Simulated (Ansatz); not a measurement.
`[F][Sn]([F])([Cl])[Br]` + SiH₄ → `[F][Sn]([F])([SiH3])[Cl]` + HBr  (formal exchange of groups at the Sn–Br bond)

Isolated molecules relaxed with PBE0-D4/def2-TZVP in Ansatz; ΔE leaves out vibrations. CBS: MP2 limit from def2 TZ/QZ plus the TZ coupled-cluster correction, frozen cores. This one scheme is used for every species. Functionals use def2-TZVPP. B3LYP here is the variant with VWN-RPA as its local correlation; programs differ in this. HSE06 is defined as in plane-wave codes. def2 core potentials past Kr. For Br, Sn outer-core shells are correlated without core-valence functions, which leaves a few kJ/mol of doubt a bond. Scalar relativity is left out up to krypton.

Question: Is it downhill or uphill in electronic energy at CCSD(T)/CBS, and by how much? (An estimate is asked.)

Answer: Ansatz gave: Uphill: ΔE = +0.45 eV.

Question: What do these levels give: PBE-D4, B3LYP-D4, r2SCANh-D4, HSE06-D4, PBE-QIDH, revPBE, CAM-B3LYP, HF/def2-SVP, CCSD(T)/def2-SVP, HF/def2-TZVPP, HF/def2-QZVPP, SCS-MP2/def2-QZVPP? (Estimate.)

Answer: Computed: PBE-D4 0.31, B3LYP-D4 0.39, r2SCANh-D4 0.42, HSE06-D4 0.36, PBE-QIDH 0.43, revPBE 0.33, CAM-B3LYP 0.41, HF/def2-SVP 0.49, CCSD(T)/def2-SVP 0.47, HF/def2-TZVPP 0.62, HF/def2-QZVPP 0.64, SCS-MP2/def2-QZVPP 0.50 eV.

Largest T1 diagnostic among the species: 0.014.

From BLYP to BHLYP (50 % exact exchange), in def2-TZVPP and without D4, ΔE moves by +0.11 eV. Leaving LDA and LC-ωPBE aside and taking each functional with its dispersion term where it has one, the values, not all of them listed here, spread over 0.17 eV, from PBE-D4 to B97M-V. LDA lies −0.07 eV from PBE without D4.
